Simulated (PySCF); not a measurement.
Vertical excitations of a molecule C4H7FO2 from TDA-CAM-B3LYP/def2-SVPD (PySCF), as energy in eV (oscillator strength): 6.75 (0.037), 7.51 (0.409), 7.58 (0.067), 7.76 (0.055), 7.94 (0.025), 8.25 (0.007). Lowest triplet (TDA): 4.39 eV. Geometry: B3LYP-D3(BJ)/def2-SVP. The values are those of a single conformer.

Question: Which structure fits?
A) O=C[C@@H](F)CCO
B) CO[C@@H]1OC[C@H]1F
C) C=C(F)OCCO
D) CO[C@](C)(F)C=O

Answer: C, C=C(F)OCCO
